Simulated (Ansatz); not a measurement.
`CB(Cl)CBr` and `CB(N)Cl` differ in one atom or group.

Ansatz, PBE0-D4/def2-TZVP geometries, multiplicity 1. Each molecule was computed in one conformer, which needn't be the lowest.

Scalar relativity is left out up to krypton. Spin–orbit coupling is left out; it splits and shifts lone-pair levels of the heavy atoms by tenths of an eV.

```
                                                                                  property  `CB(Cl)CBr`
                                                     HOMO–LUMO gap (B3LYP/def2-TZVPP) / eV         6.12
ideal-gas entropy at 298 K and 1 bar (rigid rotor, harmonic PBE0-D4/def2-TZVP) / J/(mol·K)          361
                                                     HOMO energy (ωB97M-V/def2-TZVPP) / eV       -10.26
                                                         HOMO energy (PBE/def2-TZVPP) / eV        -6.75
                                                        LUMO energy (PBE0/def2-TZVPP) / eV        -1.47
                                            zero-point energy (PBE0-D4/def2-TZVP) / kJ/mol        184.0
```

Task: What does the change do to each property? (Best estimate.)

Result: Computed: 
| property | `CB(N)Cl` | shift |
| --- | --- | --- |
| HOMO–LUMO gap (B3LYP/def2-TZVPP) / eV | 8.36 | 2.24 |
| ideal-gas entropy at 298 K and 1 bar (rigid rotor, harmonic PBE0-D4/def2-TZVP) / J/(mol·K) | 306 | -55 |
| HOMO energy (ωB97M-V/def2-TZVPP) / eV | -10.53 | -0.27 |
| HOMO energy (PBE/def2-TZVPP) / eV | -6.83 | -0.08 |
| LUMO energy (PBE0/def2-TZVPP) / eV | 0.72 | 2.19 |
| zero-point energy (PBE0-D4/def2-TZVP) / kJ/mol | 183.0 | -1.0 |

With PBE0 the HOMO falls by 0.18 eV and the LUMO rises by 2.19 eV, so the gap widens by about 2.37 eV. PBE moves the HOMO by -0.08 eV and ωB97M-V by -0.27 eV. The zero-point energy changes by -1.0 kJ/mol with -3 modes.

B3LYP here is the variant with VWN-RPA as its local correlation; programs differ in this.
